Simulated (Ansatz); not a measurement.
```yaml
atoms:
  - { symbol: Sc, position_ang: [0.0000, 0.0000, 0.0000] }
  - { symbol: F, position_ang: [1.6764, 0.0000, 0.0000] }
  - { symbol: F, position_ang: [-0.8382, 1.4518, 0.0000] }
  - { symbol: F, position_ang: [-0.8382, -1.4518, 0.0000] }
```

Basis set: def2-TZVP (spherical functions). Frozen core: 8 orbitals. Charge 0, multiplicity 1.

Computed with Ansatz (development build ahead of 0.2.0); each method stands on the lowest determinant of its kind that the runs found. Restricted open shells among the atoms or ions are ROHF, correlated in semicanonical orbitals with singles.

Q: Give the atomization energy at this shape (free ground-state atoms in the same class of orbitals less the molecule, no zero-point energy) of singlet ScF₃ by RHF-MP2, RHF.

A:

```
 method  atomization energy
RHF-MP2            18.59 eV
    RHF            12.88 eV
```

Caution: no unrestricted run beside it, a lower state can exist; the shape is not the minimum.
